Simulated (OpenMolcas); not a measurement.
W5+ (d1) among equal point charges was computed by CASSCF with the d shell active (OpenMolcas, ANO-RCC-VDZP on the metal). Its lowest spin-free states, and all those of the highest spin:

```json
{"2S+1": "2", "Degeneracy": "2", "E (cm-1)": "0.0"}
{"2S+1": "2", "Degeneracy": "2", "E (cm-1)": "29466"}
{"2S+1": "2", "Degeneracy": "1", "E (cm-1)": "30957"}
```

Task: Is the site octahedral, tetrahedral or cube-like, axial, or of lower symmetry?

Result: The states with 2S+1 = 2 have orbital degeneracies 2, 2, 1. There are pairs but no triples, so the site is axial: not cubic, but with a proper or improper axis of order three or more. The run had W5+ among 2 point charges of -3 e arranged as a linear pair (D∞h), 1.86 Å from the ion.

Point charges carry no covalency, so the field is a model and not that of real ligands. No measured value stands beside these numbers.
